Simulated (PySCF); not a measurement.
Si(H)2(OH)(NMe2) (C2H9NOSi), SMILES CN(C)[SiH2]O.

Coordinates come from a r2SCAN-D4/def2-SVP optimisation. The values are those of a single conformer.

Computed with PySCF with HF/def2-TZVP.

The molecule is in vacuum.

```yaml
total_energy: -499.37610 hartree
highest_occupied_level: -9.73 eV
lowest_empty_level: 3.50 eV
orbital_gap: 13.23 eV
dipole_moment: 2.06 D
quadrupole, principal values (traceless, Buckingham form, about the centre of nuclear charge): -6.08, 1.13, 4.96 D·Å
mean_static_polarisability: 57.2 bohr³ (8.48 Å³)
polarisability_principal_values: 52.3, 57.3, 61.9 bohr³
```
